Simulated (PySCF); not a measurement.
C₄H₉FSi, SMILES C[SiH](C)/C=C\F.

Coordinates come from a PBE0-D3(BJ)/def2-SVP optimisation. The structure was generated by enumeration; whether it is a known compound was not checked. Other conformers were not sampled.

Two levels are set side by side: TDA-PBE/def2-SVPD (PySCF) and TDA-LC-ωPBE/def2-SVPD (PySCF). Vertical, same geometry. The lowest singlet is HOMO−2→LUMO 50 %, HOMO→LUMO 45 % with PBE and HOMO→LUMO 91 % with the other functional; states are paired by order. Differences are taken from unrounded values.

```json
[
 {"quantity": "lowest singlet excitation (eV)", "TDA-PBE": "6.20"},
 {"quantity": "lowest triplet excitation (TDA) (eV)", "TDA-PBE": "4.25"},
 {"quantity": "first bright state (f over 0.05) (eV)", "TDA-PBE": "6.20"},
 {"quantity": "its oscillator strength", "TDA-PBE": "0.12"}
]
```

Q: These are the TDA-PBE values. What does TDA-LC-ωPBE give? (The exact figures need the calculation; the answer reports its results.)

A: 
```
quantity                               TDA-LC-ωPBE  TDA-PBE minus TDA-LC-ωPBE
-------------------------------------  -----------  -------------------------
lowest singlet excitation (eV)                7.46                      -1.26
lowest triplet excitation (TDA) (eV)          4.06                       0.19
first bright state (f over 0.05) (eV)         7.46                      -1.26
its oscillator strength                       0.38                      -0.27
```

Functionals without exact exchange tend to place singlet excitations lower, as here. Differences between two approximate levels are no errors against the true value.

Rough cost on one machine, each run with all the roots and properties that it gave: TDA-LC-ωPBE against TDA-PBE about 4 times.
